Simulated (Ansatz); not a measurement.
Z-matrix (Å, degrees):
```
Si
B 1 2.000
F 1 1.612 2 113.1
B 1 2.000 2 108.9 3 126.7
H 1 1.497 2 107.3 3 -117.5
H 2 1.194 1 123.4 3 -8.0
H 2 1.196 1 118.3 3 173.2
H 4 1.194 1 123.4 2 -118.7
H 4 1.196 1 118.3 2 60.1
```

Total charge 0; spin multiplicity 1.

Problem. List the B3LYP/def2-TZVPP orbital energies in eV (Ansatz). (Estimate.)

Solution. The calculation gave: Occupied: -1799.33, -671.12, -184.33, -184.33, -143.83, -99.20, -99.13, -99.11, -32.03, -15.76, -13.98, -13.59, -12.12, -11.83, -11.35, -10.08, -9.90, -8.80, -7.83. Lowest empty: -3.23, -2.23, 0.09, 1.48, 1.85, 1.91, 2.49, 2.74.

B3LYP here is the variant with VWN-RPA as its local correlation; programs differ in this.
